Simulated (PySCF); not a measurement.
## Cs2F2, singlet: data card

These are results of PySCF, PBE0, basis Cs def2-TZVP with ECP46, F def2-TZVP (scalar-relativistic core potentials, no spin–orbit coupling, density fitting), not measurements.

The structure is a minimum.

```xyz
4
charge 0 multiplicity 1, angstrom
Cs    2.0371    0.0000    0.0000
Cs   -2.0371    0.0000    0.0000
F     0.0000    1.6407    0.0000
F     0.0000   -1.6407    0.0000
```

```
Point group                                                                   : D2h
Bond lengths                                                                  : Cs–F 2.616 Å (×4)
Bond angles                                                                   : Cs–F–Cs 102.3° (×2), F–Cs–F 77.7° (×2)
Lowest empty level                                                            : -0.40 eV
Dipole moment                                                                 : 0.00 D
Zero-point energy                                                             : 6.7 kJ/mol
Atomisation energy without zero-point energy                                  : 1124 kJ/mol
Heat capacity Cp at 298.15 K                                                  : 79.5 J/(mol K)
Principal polarisabilities                                                    : 40.8, 49.4, 69.5 bohr³
Rotational symmetry number                                                    : 4
Entropy at 298.15 K and 1 bar                                                 : 357.4 J/(mol K)
Rotational constants                                                          : 0.1648, 0.01528, 0.01399 cm⁻¹
Highest occupied level                                                        : -6.92 eV
Enthalpy at 298.15 K above 0 K                                                : 19.24 kJ/mol
Principal quadrupole moments (Buckingham, traceless) about the centre of mass : -33.18, -0.34, 33.52 D Å
```

Harmonic modes (masses in u: Cs 132.905, F 18.998):
| symmetry | ω (cm⁻¹) | IR (km/mol) | μ (u) |
| --- | --- | --- | --- |
| b3u | 80 | 47.8 | 21.28 |
| ag | 88 | 0.0 | 78.04 |
| b3g | 211 | 0.0 | 20.49 |
| b2u | 222 | 112 | 21.28 |
| ag | 242 | 0.0 | 21.12 |
| b1u | 277 | 199 | 21.28 |

In D2h the vibrations span b3u + 2ag + b3g + b2u + b1u. The ag, b3g modes carry no infrared intensity, as symmetry demands. With a centre of inversion only u modes can be infrared active and only g modes Raman active.

Charges (e):
```csv
atom,Mulliken,Löwdin,polar tensor,Mayer order to Cs1
Cs1,0.78,0.66,0.97,–
Cs2,0.78,0.66,0.97,0.05
"F3,4",-0.78,-0.66,-0.97,0.18
```

Mulliken populations on Cs1 (electrons outside its core potential): s 2.06, p 5.99, d 0.17.

Outer orbital energies (eV). occupied: -13.10, -13.00, -7.06, -7.02, -6.99, -6.95, -6.93, -6.92; empty: -0.40, -0.17, 0.45, 0.58.

Other isomers or separated fragments may lie lower.

The final relaxation and frequency run took 59 s on 2 threads of a shared Intel Xeon 6975P-C (Granite Rapids) host, with 120 basis functions and 13 gradients; the process peaked at 1.3 GiB. Launch command: `OMP_NUM_THREADS=2 python axn.py task.json out`.
